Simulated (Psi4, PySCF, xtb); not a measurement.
Conformational energy of C9H10S, SMILES C=Cc1cccc(SC)c1. Scanned: dihedral C6–C7–S8–C9; all other coordinates were relaxed at GFN2-xTB. Points at φ and −φ are mirror images. Heavy atoms are numbered in the order of the SMILES C=Cc1cccc(SC)c1, hydrogens after them in the order of the atoms that carry them; the mirror image has the same energies with the sign of each dihedral reversed.

- RKS-LDA (SVWN5)/6-31G* = restricted LDA (SVWN5)/6-31G*, spherical d, density fitting // GFN2-xTB in PySCF
- RKS-B3LYP/3-21G = restricted B3LYP/3-21G, density fitting // GFN2-xTB (PySCF)
- GFN1-xTB // GFN2-xTB (xtb)
- PBE-D3(BJ)/def2-SVP // GFN2-xTB (Psi4)

Energies relative to the lowest point of each profile, in mEh; the last columns give the difference from PBE-D3(BJ):

```csv
φ / °,RKS-LDA (SVWN5)/6-31G*,RKS-B3LYP/3-21G,GFN1-xTB,PBE-D3(BJ)/def2-SVP,RKS-LDA (SVWN5)/6-31G* − PBE-D3(BJ)/def2-SVP,RKS-B3LYP/3-21G − PBE-D3(BJ)/def2-SVP,GFN1-xTB − PBE-D3(BJ)/def2-SVP
-150,1.3,1.8,1.1,1.5,-0.1,0.3,-0.4
-120,3.2,1.0,3.6,3.2,0.0,-2.3,0.3
-90,4.0,0.0,4.9,3.7,0.2,-3.7,1.1
-60,3.2,1.0,3.4,3.1,0.0,-2.1,0.3
-30,1.2,1.7,1.0,1.3,-0.1,0.4,-0.3
0,0.0,1.5,0.0,0.0,0.0,1.5,0.0
30,1.2,1.7,1.0,1.3,-0.1,0.4,-0.3
60,3.2,1.0,3.4,3.1,0.0,-2.1,0.3
90,4.0,0.0,4.9,3.7,0.2,-3.7,1.1
120,3.2,1.0,3.6,3.2,0.0,-2.3,0.3
150,1.3,1.8,1.1,1.5,-0.1,0.3,-0.4
180,0.0,1.6,0.0,0.0,0.0,1.6,0.0
```

RKS-LDA (SVWN5)/6-31G* is furthest from PBE-D3(BJ)/def2-SVP at -90 (0.2 mEh, above); its mean absolute difference over the points is 0.1 mEh.

RKS-B3LYP/3-21G is furthest from PBE-D3(BJ)/def2-SVP at -90 (-3.7 mEh, below); its mean absolute difference over the points is 1.7 mEh.

GFN1-xTB is furthest from PBE-D3(BJ)/def2-SVP at -90 (1.1 mEh, above); its mean absolute difference over the points is 0.4 mEh.
